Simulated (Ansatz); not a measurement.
Cost and result for the atomization energy of ClFGaHO (`[OH][Ga]([F])[Cl]`) (5 atoms, 4 bonds).

Total charge 0; spin multiplicity 1. Correlated methods include outer-core shells of Ga, which these sets cover unevenly. Scalar relativity is left out up to krypton. Geometry: relaxed with PBE0-D4/def2-TZVP. It is one conformer, not always the lowest. Program: Ansatz. Hardware: A = 2 threads of an AMD EPYC 7R13 on a shared host; B = 2 threads of an AMD EPYC 7R13 on a shared host and a share of an NVIDIA H100 80 GB. Times are those of one run each, without the atoms' runs, and a repeat can differ threefold. Electronic energies, without spin–orbit coupling; frozen cores. CCSD(T)/CBS adds CCSD(T) − MP2 in def2-TZVPP to the MP2 limit, and its time is that of the two runs behind it. T1 = 0.013. With those shells the extrapolation isn't a true limit. B3LYP takes the VWN-RPA correlation (the form of Gaussian; ORCA's B3LYP/G).

CCSD(T)/CBS is a level of theory with its own doubt, some kJ/mol a heavy atom from the limit and from the frozen cores, so smaller differences don't rank the functionals.

```tsv
level	functions	wall time
PBE-D4/def2-TZVPP (with forces) [A]	166	1.9 s
PBE0-D4/def2-TZVPP [A]	166	2.2 s
B3LYP-D4/def2-TZVPP (with forces) [A]	166	3.1 s
r2SCAN-D4/def2-TZVPP (with forces) [A]	166	3.5 s
B2PLYP/def2-TZVPP [A]	166	4 s
ωB97X-V/def2-TZVPP [A]	166	5.5 s
ωB97M-V/def2-TZVPP (with forces) [A]	166	8 s
CCSD(T)/def2-TZVPP [B]	166	18 s
CCSD(T)/def2-QZVPP [B]	303	24 s
CCSD(T)/CBS(def2)	–	42 s
```

(1) What atomization energy does each give, and how far from CCSD(T)/CBS? (An estimate is asked.)

## Answers

(1) Ansatz gave: 
```csv
level,atomization (kcal/mol),difference from CCSD(T)/CBS,per bond
PBE-D4/def2-TZVPP (with forces) [A],406.4,3.0,0.8
PBE0-D4/def2-TZVPP [A],393.1,-10.3,-2.6
B3LYP-D4/def2-TZVPP (with forces) [A],389.4,-14.0,-3.5
r2SCAN-D4/def2-TZVPP (with forces) [A],402.6,-0.8,-0.2
B2PLYP/def2-TZVPP [A],393.6,-9.8,-2.4
ωB97X-V/def2-TZVPP [A],400.8,-2.6,-0.6
ωB97M-V/def2-TZVPP (with forces) [A],397.8,-5.6,-1.4
CCSD(T)/def2-TZVPP [B],393.0,-10.4,-2.6
CCSD(T)/def2-QZVPP [B],401.5,-1.9,-0.5
CCSD(T)/CBS(def2),403.4,0.0,0.0
```

In def2-TZVPP, CCSD(T) changes the Hartree–Fock value by +118.5 kcal/mol (the triples alone add +8.9 kcal/mol) and MP2 by +140.1 kcal/mol; breaking electron pairs costs correlation energy, which Hartree–Fock lacks. From PBE to PBE0 (25 % exact exchange), in def2-TZVPP and without D4, the atomization energy moves by −12.9 kcal/mol: exact exchange takes away binding that semilocal exchange gives to molecules. The D4 term adds +3.8 kcal/mol with B3LYP and +2.0 kcal/mol with PBE0; it sums over pairs of atoms, weighted by their polarisabilities, and B3LYP, whose exchange is more repulsive, gets the larger term.
